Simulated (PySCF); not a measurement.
PySCF 2.14 output of an unrestricted PBE0 calculation on a single atom or ion in x2c-TZVPPall (6s5p4d2f1g, 64 functions), with the spin-free X2C one-electron Hamiltonian (Gaussian nucleus):

```
SCF conv_tol = 1e-09
number electrons alpha = 14  beta = 10
    C. Adamo and V. Barone.,  J. Chem. Phys. 110, 6158 (1999)
    M. Ernzerhof and G. E. Scuseria.,  J. Chem. Phys. 110, 5029 (1999)
cycle= 1 E= -1271.49399554932  delta_E= -0.00668  |g|= 0.0421  |ddm|= 0.0858
cycle= 2 E= -1271.49393818315  delta_E= 5.74e-05  |g|= 0.0474  |ddm|= 0.0294
cycle= 3 E= -1271.49433498397  delta_E= -0.000397  |g|= 0.00168  |ddm|= 0.0157
cycle= 4 E= -1271.49433595597  delta_E= -9.72e-07  |g|= 0.00027  |ddm|= 0.000912
cycle= 5 E= -1271.49433600258  delta_E= -4.66e-08  |g|= 1.91e-05  |ddm|= 0.000251
cycle= 6 E= -1271.49433600284  delta_E= -2.61e-10  |g|= 2.02e-06  |ddm|= 2.72e-05
converged SCF energy = -1271.49433600284  <S^2> = 6.0016215  2S+1 = 5.0006486
```

The run itself started from symmetry-adapted Hartree-Fock orbitals and held the occupation by maximum overlap, on a logarithmic radial grid, so the iterations belong to that start.

Question: Which element, charge and spin multiplicity is this?

Answer: Fe²⁺ (iron, charge +2), multiplicity 5; the state was [Ar] 3d6, high-spin 5D determinant.
